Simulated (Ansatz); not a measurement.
Z-matrix (Å, degrees):
```
C
B 1 1.567
H 1 1.091 2 115.6
H 1 1.097 2 108.5 3 121.0
H 1 1.095 2 110.5 3 -123.7
C 2 1.564 1 121.6 3 170.7
Se 2 1.936 1 116.4 3 -8.5
H 6 1.091 2 115.3 1 163.5
H 6 1.095 2 111.4 1 38.9
H 6 1.098 2 107.8 1 -76.7
H 7 1.469 2 97.6 1 -178.4
```

Charge 0, multiplicity 1.

Problem. List the r2SCAN/def2-TZVPP orbital energies in eV (Ansatz). (An estimate is asked.)

Solution. Computed: Occupied: -12333.97, -1574.63, -1411.87, -1411.83, -1411.82, -272.47, -272.45, -210.76, -180.79, -154.22, -154.06, -154.00, -54.57, -54.53, -54.48, -54.36, -54.35, -19.05, -17.81, -17.77, -11.60, -10.80, -10.54, -10.26, -9.76, -9.17, -8.10, -7.37, -6.48. Lowest empty: -1.12, -0.15, 0.99, 1.93, 2.26, 2.93, 2.99, 3.36.
